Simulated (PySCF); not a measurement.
**Computed beside measured shifts**

System: [C12H28P]+ (measured compound), SMILES CCC[P+](CCC)(CCC)CCC.

Atom-mapped SMILES (hydrogens are numbered by the atom that bears them): [CH3:1][CH2:2][CH2:3][P+:4]([CH2:5][CH2:6][CH3:7])([CH2:8][CH2:9][CH3:10])[CH2:11][CH2:12][CH3:13]

Computed with GIAO PBE0/pcSseg-2, gas phase, PySCF SCF with an in-house response code, fitting set def2-universal-JFIT up to Ne and JKFIT beyond, grid level 2, non-relativistic, geometry: PBE0-D3(BJ)/def2-SVP.

One optimised conformer. Values are averaged over the atoms that symmetry or fast rotation interchanges, on this one geometry and without vibrational averaging. Shifts are the reference shielding less the shielding here, at the same level (13C, 1H against isolated TMS; 31P against isolated H3PO4); nuclei without a reference have shieldings only.

What shifts does this level give for P4, and how do they compare with measurement?


| atom | nucleus | computed / ppm | measured / ppm | computed less measured | measured against | medium of the measurement |
| --- | --- | --- | --- | --- | --- | --- |
| P4 | 31P | 14.3 | 31 | -16.7 | 85 % H3PO4 | not stated |

Computed 19F and 31P shifts carry an offset from the reference molecule (CFCl3 is hard for DFT, lone H3PO4 or PH3 isn't the 85 % acid), so differences between compounds are more accurate than the values.

Measured values: E. Pretsch, P. Bühlmann, M. Badertscher, Structure Determination of Organic Compounds, 4th ed., Springer 2009.
